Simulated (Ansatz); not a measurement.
The cluster Si₂N₂O. Total charge 0; singlet. Geometry r2SCAN-D4/def2-SVP.

```xyz
5

Si    2.2159    0.0906   -1.9169
Si   -1.3152    0.0236    0.6537
N     0.2535   -0.0504    0.1609
N     1.0563    0.0253   -0.8019
O    -2.2105   -0.0891    1.9042
```

The restricted singlet is unstable towards broken spin symmetry in Hartree–Fock (as tested in another run); at PBE-D4/def2-TZVP, BLYP-D4/def2-TZVP, r2SCAN-D4/def2-TZVP, PBE0-D4/def2-TZVP and others this wasn't settled. Another isomer (singlet) lies 1.84 eV lower at PBE0-D4/def2-TZVP; other spin states weren't run for this one.

(1) Estimate the orbital energies around the gap (eV) in Ansatz with PBE-D4/def2-TZVP, BLYP-D4/def2-TZVP, r2SCAN-D4/def2-TZVP, PBE0-D4/def2-TZVP, ωB97M-V/def2-TZVP.

Results:

(1) 
```
orbital  PBE-D4/def2-TZVP  BLYP-D4/def2-TZVP  r2SCAN-D4/def2-TZVP  PBE0-D4/def2-TZVP  ωB97M-V/def2-TZVP
 HOMO−5             -9.64              -9.43               -10.02             -11.18             -13.52
 HOMO−4             -8.41              -8.29                -8.70              -9.67             -11.90
 HOMO−3             -7.85              -7.65                -8.19              -9.30             -11.66
 HOMO−2             -7.79              -7.59                -8.12              -9.25             -11.60
 HOMO−1             -6.19              -6.01                -6.38              -7.06              -8.80
   HOMO             -5.67              -5.49                -5.87              -6.64              -8.52
   LUMO             -4.58              -4.44                -4.57              -3.90              -2.01
 LUMO+1             -2.78              -2.63                -2.67              -2.07              -0.15
 LUMO+2             -2.39              -2.27                -2.23              -1.52               0.57
 LUMO+3             -0.95              -0.83                -0.71              -0.05               1.98
 LUMO+4             -0.54              -0.40                -0.14               0.40               2.15
 LUMO+5              0.20               0.29                 0.71               1.03               2.76
```
